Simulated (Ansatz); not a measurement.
# Cost against result

Saddle point of SiNH$_{6}$ClO, closed shell (SiNH₅O ([NH2][SiH2][OH]) + HCl → SiH₃ClO ([OH][SiH2][Cl]) + NH₃ (still joined by a long Si–N bond); bonds formed: Si1–Cl7, N2–H6; bonds broken: H6–Cl7; bonds weakened to dative contacts: Si1–N2), PBE0-D4/def2-TZVP structure:

Si1  (-0.474, 0.267, -0.529)
N2  (0.512, -0.516, 0.813)
H3  (0.442, 1.083, -1.338)
H4  (-1.658, 0.840, 0.115)
O5  (-1.009, -1.003, -1.435)
H6  (0.771, 0.452, 1.338)
Cl7  (0.682, 2.191, 1.406)
H8  (1.345, -1.003, 0.499)
H9  (-0.028, -1.138, 1.407)
H10  (-0.583, -1.175, -2.275)
(Å)

Barriers are electronic and count from the start structure reached by relaxing down the imaginary mode.

Ansatz 0.2.0; basis: as named in each row; cores frozen in the correlated methods. B3LYP uses VWN-RPA correlation. Extrapolation: Hartree–Fock as exp(−7.88 √X), correlation as X^−2.97.

Times are rough, for one single point on 4 threads of a shared host (Arm Neoverse V2).

The estimate by CCSD(T) at an estimated basis limit (MP2 extrapolated from triple and quadruple zeta, plus CCSD(T) − MP2 in triple zeta) is 6.87 kcal/mol.

| method | basis | time (s) | barrier (kcal/mol) | method less estimate |
| --- | --- | --- | --- | --- |
| HF | STO-3G | under 1 | 1.74 | -5.13 |
| PBE-D4 | STO-3G | under 1 | -3.54 | -10.41 |
| SPW92 | def2-SVP | under 1 | 2.30 | -4.57 |
| B3LYP-D4 | 6-31G | under 1 | -3.08 | -9.95 |
| PBE-D4 | def2-SVP | under 1 | 5.84 | -1.03 |
| PBE0-D4 | def2-SVP | under 1 | 6.17 | -0.70 |
| SPW92 | def2-TZVPP | under 1 | 2.08 | -4.79 |
| PBE-D4 | def2-TZVPP | 1 | 5.51 | -1.36 |
| BLYP-D4 | def2-TZVPP | 1 | 7.34 | 0.47 |
| BHLYP-D4 | def2-TZVPP | 2 | 7.44 | 0.57 |
| B3LYP-D4 | def2-TZVPP | 2 | 7.33 | 0.46 |
| CCSD(T) | def2-SVP | 2 | 12.59 | 5.72 |
| PBE0-D4 | def2-TZVPP | 2 | 5.73 | -1.14 |
| CAM-B3LYP-D4 | def2-TZVPP | 2 | 7.57 | 0.70 |
| r2SCAN-D4 | def2-TZVPP | 3 | 5.67 | -1.20 |
| r2SCAN0-D4 | def2-TZVPP | 3 | 5.74 | -1.13 |
| RPA on PBE | def2-TZVPP | 3 | 10.29 | 3.42 |
| wB97M-V | def2-SVP | 3 | 7.16 | 0.29 |
| B2PLYP | def2-TZVPP | 3 | 8.23 | 1.36 |
| PBE-QIDH | def2-TZVPP | 3 | 6.60 | -0.27 |
| wB97X-V | def2-TZVPP | 5 | 7.18 | 0.31 |
| B97M-V | def2-TZVPP | 6 | 8.12 | 1.25 |
| wB97M-V | def2-TZVPP | 6 | 6.65 | -0.22 |
| MP2 | def2-QZVPP | 12 | 6.83 | -0.04 |
| CCSD(T) | def2-TZVPP | 64 | 8.95 | 2.08 |

All methods are single points on the PBE0-D4 structures; a negative value means that the method puts the saddle structure below the start.

The T1 diagnostic stays at or below 0.011.

Hydrogen chloride, the by-product of chloride precursors, can attack films and sites by steps of this kind.

Labels in which every atom is bracketed show which atoms are joined, not bond orders.
